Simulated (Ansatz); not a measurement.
In5As4H16, a cluster cut from zinc blende InAs (hydrogen-capped). The state is a doublet with charge 0. Geometry PBE-D4/def2-SVP, that of the charge -1 singlet; atoms count from 1.

```xyz
25

In   -1.732    2.778   -0.797
In   -2.842   -0.836    1.604
In   -0.692   -1.410   -2.442
In    2.969    1.096   -1.161
In    1.858   -2.520    1.243
As   -2.205    0.141   -0.808
As    0.907    2.547   -0.079
As   -0.246   -1.202    2.411
As    1.663   -1.244   -1.106
H    -2.532    3.587    0.538
H    -1.691    3.437   -2.421
H    -3.512    0.395    2.659
H    -3.503   -2.456    1.493
H    -0.512   -0.574   -3.973
H    -1.276   -3.060   -2.318
H     3.130    1.711   -2.794
H     4.273    1.150    0.011
H     1.323   -4.185    1.124
H     3.291   -2.042    2.135
H    -3.572    0.098   -1.507
H     1.433    3.966    0.171
H     0.890    2.164    1.403
H    -0.288   -1.632    3.883
H     0.285    0.201    2.712
H     2.581   -2.108   -1.982
```

In the def2 sets In takes a core potential; there is no spin–orbit coupling. Single mean-field runs in def2-TZVP are fitted with def2-universal-jkfit.

Q: Estimate the Mulliken populations from the PBE0/def2-TZVP orbitals of Ansatz.

A: 
```
atom  charge (e)  spin (α − β)
 In1        0.42          0.02
 In2        0.42          0.03
 In3        0.44         -0.04
 In4        0.42          0.03
 In5        0.42          0.02
 As6       -0.56          0.30
 As7       -0.42          0.00
 As8       -0.42          0.00
 As9       -0.57          0.29
 H10       -0.09          0.00
 H11       -0.08          0.04
 H12       -0.08          0.01
 H13       -0.08          0.04
 H14       -0.06          0.09
 H15       -0.06          0.09
 H16       -0.08          0.04
 H17       -0.08          0.01
 H18       -0.08          0.04
 H19       -0.09          0.00
 H20        0.11         -0.01
 H21        0.10          0.01
 H22        0.09          0.00
 H23        0.10          0.01
 H24        0.09          0.00
 H25        0.11         -0.01
```
Mulliken values depend strongly on the basis.

Q: Where does the spin sit?

A: Summed by element: In 0.07, As 0.59, H 0.34, of 1 unpaired in all. Largest on single atoms: As6 0.30, As9 0.29, H15 0.09.

Q: And the Mayer bond orders between heavy atoms (over 0.3)?

A: In1–As6 0.55 (2.68 Å); In1–As7 0.57 (2.74 Å); In2–As6 0.53 (2.68 Å); In2–As8 0.57 (2.74 Å); In3–As6 0.63 (2.71 Å); In3–As9 0.64 (2.71 Å); In4–As7 0.57 (2.74 Å); In4–As9 0.53 (2.68 Å); In5–As8 0.57 (2.74 Å); In5–As9 0.55 (2.68 Å).
